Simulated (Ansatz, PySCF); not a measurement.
Energy difference R1 + R2 → P1, each structure at its B3LYP-D3(BJ)/def2-TZVP stationary point, reached from a drawn start (curvature not checked).
P1, Cl4Sn (SMILES [Cl][Sn]([Cl])([Cl])[Cl]) (charge 0, multiplicity 1):
```xyz
5

Sn     0.00000     0.00000     0.00000
Cl     1.33315     1.33315     1.33315
Cl     1.33315    -1.33315    -1.33315
Cl    -1.33315     1.33315    -1.33315
Cl    -1.33315    -1.33315     1.33315
```
R1, Cl2Sn (SMILES [Cl][Sn][Cl]) (charge 0, multiplicity 1, Z-matrix in Å and degrees):
```
Sn
Cl 1 2.3879
Cl 1 2.3879 2 98.81
```
R2: Cl2 (SMILES ClCl), charge 0, multiplicity 1.

P less R. No zero-point or thermal terms; no spin–orbit coupling.

Cores are frozen in the correlated methods. In cc and def2 sets filled d and f shells under p-block atoms count as core. CBS: X⁻³ extrapolation of the correlation energy, Hartree–Fock from the larger set.

The values were computed with Ansatz (Gaussian orbitals); PySCF for the D3/D4 terms. No computed number here is a measurement. Elements past Kr take the def2 small-core potentials, without spin–orbit coupling.

```tsv
level	reaction energy (kcal/mol)
SVWN5/def2-TZVPP	-66.47
PBE-D3(BJ)/def2-TZVPP	-61.41
BHLYP-D3(BJ)/def2-TZVPP	-70.38
BHLYP-D4/def2-TZVPP	-70.68
CAM-B3LYP-D4/def2-TZVPP	-66.72
wB97X-V/def2-TZVPP	-71.70
B2PLYP-D3(BJ)/def2-TZVPP	-68.87
CCSD(T)/def2-QZVPP	[?]
CCSD(T)/CBS(def2-TZVPP, def2-QZVPP)	[?]
```

Problem. Fill in the missing entries.

Solution. 
- CCSD(T)/def2-QZVPP, reaction energy (kcal/mol): -74.81
- CCSD(T)/CBS(def2-TZVPP, def2-QZVPP), reaction energy (kcal/mol): -75.42

Ansatz is an electronic-structure program.
